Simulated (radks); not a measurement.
Question: Radial electron density D(r) = 4 pi r^2 rho(r) of an atom or ion with 9 electrons. Calculated with a radial shooting solver on a logarithmic mesh with Libxc functionals: non-relativistic Kohn-Sham, TPSS, spin-polarised, spherical densities, point nucleus; meta-GGA in the generalised Kohn-Sham scheme.

r (bohr)  D(r) (e/bohr)  spin D(r)
0.001802          6.461   0.000639
0.002254          9.526    0.00129
0.002797          13.66    0.00264
0.003472          19.25    0.00557
0.004309          26.55     0.0119
0.005348          35.66     0.0257
0.006637          46.37     0.0552
0.008237          57.91      0.117
0.01022           68.86      0.242
0.01269           77.19      0.489
0.01587           80.80      0.973
0.0197            78.35       1.80
0.02445           71.43       3.15
0.03035           64.31       5.13
0.03766           62.50       7.63
0.04674           68.62       10.2
0.05801           78.45       11.9
0.072             81.79       11.7
0.08936           70.49       9.41
0.1118            45.88       5.74
0.1387            21.73       2.58
0.1722            6.887      0.784
0.2137            1.334      0.147
0.2652           0.1405     0.0151
0.3292         0.006966   0.000734
0.4086        0.0001362  0.0000142

What is the nuclear charge?

Answer: Z = 66. The innermost maximum, from 1s, lies near 1/Z = 0.0152 bohr (found: 0.0161), and its height grows with Z. The density is that of the dysprosium ion Dy57+ in [He] 2s2 2p5; the configuration itself is not fixed sharply by these data, and Z only to a few units. D(r) has 2 maxima, at r = 0.0161, 0.0686 bohr, and minima at 0.0356 bohr, inside which lie 2.17 electrons.
